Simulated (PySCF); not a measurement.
These 3 structures share the formula C5H5F3O2. Theory: PySCF, PBE0-D3(BJ)/def2-SVP geometry optimisation, gas phase. One conformer each; no zero-point energy, no entropy. No frequencies were run at this level. Point groups hold within 0.08 Å.

Problem. Order them by energy at this level, lowest first, and give relative energies in kcal/mol.
A. `[OH:1][C@@:2]12[CH2:3][C@@H:4]1[C@H:5]2[O:6][C:7]([F:8])([F:9])[F:10]` with H–O1–C2–C3 -176°, C4–C5–O6–C7 158°
B. `[CH2:1]=[CH:2][C:3](=[O:4])[O:5][CH2:6][C:7]([F:8])([F:9])[F:10]` with C1–C2–C3–O4 0°, C2–C3–O5–C6 177°, C3–O5–C6–C7 -110°
C. `[F:1][C:2]([F:3])([F:4])[O:5][C:6]1=[CH:7][O:8][CH2:9][CH2:10]1` with C2–O5–C6–C7 10°

Solution. B (0.0), C (13.5), A (41.4).

As drawn, the lowest has a C=O bond, a C(=O)–O unit and a C=C bond outside aromatic rings, which the highest lacks; the highest has a three-membered ring and an O–H bond, which the lowest lacks.

```json
{"SMILES": "C=CC(=O)OCC(F)(F)F", "E (Eh)": "-642.37895", "E rel (kcal/mol)": "0.0", "dipole (D)": "2.29", "point group": "C1", "A, B, C (MHz)": "3258, 673.2, 645.2"}
{"SMILES": "FC(F)(F)OC1=COCC1", "E (Eh)": "-642.35744", "E rel (kcal/mol)": "13.5", "dipole (D)": "2.06", "point group": "near Cs", "A, B, C (MHz)": "3302, 799.8, 731.6"}
{"SMILES": "O[C@@]12C[C@@H]1[C@H]2OC(F)(F)F", "E (Eh)": "-642.31293", "E rel (kcal/mol)": "41.4", "dipole (D)": "0.99", "point group": "C1", "A, B, C (MHz)": "2888, 899.9, 815.8"}
```

Problem. How do the relative energies change in single points at PBE0/pcSseg-1 (no added dispersion term) on the same geometries?

Solution. 
| SMILES | PBE0-D3(BJ)/def2-SVP (kcal/mol) | PBE0/pcSseg-1 (kcal/mol) | shift |
| --- | --- | --- | --- |
| C=CC(=O)OCC(F)(F)F | 0.0 | 0.0 | 0.0 |
| FC(F)(F)OC1=COCC1 | 13.5 | 17.5 | +4.0 |
| O[C@@]12C[C@@H]1[C@H]2OC(F)(F)F | 41.4 | 46.7 | +5.3 |

Each column counts from its own lowest isomer. The order is unchanged; the largest shift is 5.3 kcal/mol.
